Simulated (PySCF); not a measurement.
Ligands exchanged one at a time, Si SiH3-C2H5. Gas-phase values, no solvent. One relaxed conformer stands for each flexible species; it need not be the lowest. Strings in code marks are SMILES.

Quantity: redistribution energy (mixed species minus the weighted end members), in kJ/mol.

A: 3 of 4 SiH3 replaced by C2H5: `CC[Si]([SiH3])(CC)CC`
B: 2 of 4 SiH3 replaced by C2H5: `CC[Si]([SiH3])(CC)[SiH3]` (C–C–Si–Si torsion -60°, Si–Si–C–C torsion 176°)
C: 1 of 4 SiH3 replaced by C2H5: `CC[Si]([SiH3])([SiH3])[SiH3]` (C–C–Si–Si torsion 60°)

**Question.** Order them by redistribution energy (mixed species minus the weighted end members) (lowest first) at the level PBE-D3(BJ)/def2-TZVP // PBE-D3(BJ)/def2-SVP (PySCF).

**Answer.** A (9.81 kJ/mol), C (11.17 kJ/mol), B (14.42 kJ/mol)
